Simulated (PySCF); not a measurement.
Si(Cl)3(SMe) (CH₃Cl₃SSi), SMILES CS[Si](Cl)(Cl)Cl.

The structure is a stationary point at PBE-D3(BJ)/def2-SVP. This is a generated structure with no PubChem entry under its InChIKey; it may be hypothetical. Other conformers were not sampled.

Computed with PBE-D3(BJ)/def2-SVP (PySCF 2.14.0).

Frequencies are harmonic and unscaled.

```
mode  ν (cm⁻¹)  IR (km/mol)   moving atoms (share of kinetic energy)
----  --------  -----------  ---------------------------------------
1           57          1.2                  C 46 %, Cl 26 %, H 21 %
2          108          1.2                  Cl 54 %, C 27 %, H 11 %
3          127          0.1                          H 82 %, Cl 12 %
4          141          0.0                  Cl 60 %, S 22 %, H 17 %
5          161          3.5                          Cl 66 %, C 18 %
6          197          6.5                 Cl 61 %, S 22 %, Si 14 %
7          200          5.0                 Cl 61 %, S 21 %, Si 15 %
8          252          1.8  Cl 38 %, S 23 %, C 16 %, Si 14 %, H 9 %
9          390          1.3                          Cl 70 %, S 29 %
10         581        151.6                         Si 66 %, Cl 33 %
11         593        161.1                 Si 66 %, S 21 %, Cl 12 %
12         610        150.0                         Si 68 %, Cl 30 %
13         685          2.4                    C 59 %, S 31 %, H 9 %
14         935          4.3                           H 84 %, C 14 %
15         943          7.8                           H 81 %, C 16 %
16        1278          1.5                           H 87 %, C 12 %
17        1392          9.9                                   H 96 %
18        1406         14.2                                   H 95 %
19        2988         12.0                                   H 98 %
20        3102          0.8                           H 90 %, C 10 %
21        3109          0.5                           H 90 %, C 10 %
```
